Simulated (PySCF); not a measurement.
The group X on SiF3-X is varied. Gas-phase values, no solvent. Strings in code marks are SMILES.

Quantity: vertical ionisation energy (energy after one electron is removed minus that of the parent at the parent's geometry), in eV.

Level 1: B3LYP/6-31G* // PBE-D3(BJ)/def2-TZVP (PySCF)
Level 2: PBE/6-31G* // PBE-D3(BJ)/def2-TZVP (PySCF)
Level 3: minus the HOMO energy of HF/6-31G* // PBE-D3(BJ)/def2-TZVP (PySCF)
Level 4: minus the HOMO energy of PBE-D3(BJ)/def2-TZVP (PySCF)

```
species       level 2  level 3  level 4
------------  -------  -------  -------
`F[SiH](F)F`    13.18    15.28     9.58
```

Task: What does level 1 give for each?

Result: 
- `F[SiH](F)F`: 13.85
